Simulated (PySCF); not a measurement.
C2HCl2, SMILES Cl[C]=CCl, multiplicity 2. Atoms are numbered in the order given.

```xyz
5

Cl    -0.3302     1.7849     0.0000
C      0.8898     0.6521     0.0000
C      0.9647    -0.6688     0.0000
Cl    -0.4375    -1.7086     0.0000
H      1.9223    -1.1958     0.0000
```
Charge 0, spin multiplicity 2.

Coordinates come from a r2SCAN-D4/def2-SVP optimisation. The isomer is the one that the SMILES or the coordinates give; other isomers of the formula were not compared.

The numbers are results of CAM-B3LYP/def2-TZVPD run with PySCF, not measurements.

Mulliken values depend strongly on the basis, most of all with diffuse functions as here. ESP charges are fitted to the potential on shells at 1.4 to 2.0 van der Waals radii. Atomic charges (e):

```
atom  ESP fit  Mulliken  Mulliken spin
----  -------  --------  -------------
Cl1      0.07     -0.07           0.13
C2      -0.03      0.13           0.90
C3          ?     -0.24          -0.12
Cl4         ?     -0.15           0.08
H5          ?      0.33           0.02
```

**Question.** What belongs in the gaps? (The exact figures need the calculation; the answer reports its results.)

**Answer.** 
- C3, ESP fit: -0.23
- Cl4, ESP fit: -0.04
- H5, ESP fit: 0.23
